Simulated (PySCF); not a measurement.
# C: excitation energy

C [He] 2s2 2p2 (3P) → C [He] 2s1 2p3 (5S), as a difference of total energies. Calculation: PySCF 2.14, in aug-cc-pVDZ (4s3p2d, 23 functions); the non-relativistic Hamiltonian (point nucleus). Correlated levels: valence: 1s2 frozen. The calculations carry no spin-orbit coupling.

| method | excitation energy (eV) |
| --- | --- |
| UHF | 2.635 |
| MP2 (valence) | 3.538 |
| SCS-MP2 (valence) | 3.971 |
| CCSD (valence) | 3.972 |
| CCSD(T) (valence) | 4.002 |
| CCSDT (valence) | 4.011 |
| FCI (valence) | 4.012 |

Q: How much does correlation contribute at CCSD(T) (valence)?

A: 4.002 − (2.635) = 1.367 eV, measured against UHF.

Errors of the correlated levels include the incompleteness of this basis and the frozen core.

For comparison: 4.179 eV (measured; NIST levels, between the centres of gravity of the two terms).
